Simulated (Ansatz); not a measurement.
Isolated molecules relaxed with PBE0-D4/def2-TZVP in Ansatz; ΔE leaves out vibrations. CCSD(T)/CBS adds triple-zeta CCSD(T) − MP2 to the extrapolated MP2 energy (def2 sets, frozen cores). DFT in def2-TZVPP. B3LYP here is the variant with VWN-RPA as its local correlation; programs differ in this. Elements past krypton have def2 core potentials. For In, Se outer-core shells are correlated without core-valence functions, which leaves a few kJ/mol of doubt a bond. Scalar relativity is left out up to krypton. One conformer a species, not always the lowest.

Consider the ligand exchange at the Se–In bond: `[Cl][In]([Cl])[SeH]` + H₂Se → `[SeH][SeH]` + `[Cl][InH][Cl]`.

`[Cl][In]([Cl])[SeH]`:

Z-matrix (Å, degrees):
```
In
Cl 1 2.310
Se 1 2.472 2 121.8
Cl 1 2.307 2 116.4 3 -179.9
H 3 1.470 1 90.1 2 0.4
```

H₂Se:

```xyz
3

Se    0.575    0.199   -0.313
H     0.068   -1.085    0.182
H    -0.643    0.886    0.131
```

`[SeH][SeH]`:

```xyz
4

Se    1.150    0.126   -0.526
Se   -0.870    0.851    0.367
H     1.445   -0.872    0.516
H    -1.725   -0.105   -0.358
```

`[Cl][InH][Cl]`:

```xyz
4

Cl   -1.960   -0.324    0.932
In    0.061   -0.128   -0.174
Cl    1.377    1.546    0.729
H     0.522   -1.094   -1.486
```

```tsv
level	ΔE (kcal/mol)	difference from CCSD(T)/CBS
BLYP-D4	22.5	-4.0
r2SCANh-D4	24.8	-1.7
CAM-B3LYP-D4	24.1	-2.4
PBE	22.5	-4.0
revPBE	22.2	-4.3
BLYP	22.2	-4.3
B3LYP	23.2	-3.3
r2SCANh	24.6	-1.9
BHLYP	24.5	-2.0
CAM-B3LYP	23.7	-2.8
RPA@PBE/def2-TZVPP	24.8	-1.7
HF/def2-SVP	27.5	1.0
MP2/def2-SVP	30.2	3.7
HF/def2-TZVPP	25.6	-0.9
HF/def2-QZVPP	25.2	-1.3
CCSD/CBS(def2)	26.4	-0.1
CCSD(T)/CBS	26.5	0
```

Largest T1 diagnostic among the species: 0.013.

Leaving LDA and LC-ωPBE aside and taking each functional with its dispersion term where it has one, the values, not all of them listed here, spread over 3.8 kcal/mol, from revPBE-D4 to PBE-QIDH. From BLYP to BHLYP (50 % exact exchange), in def2-TZVPP and without D4, ΔE moves by +2.3 kcal/mol.
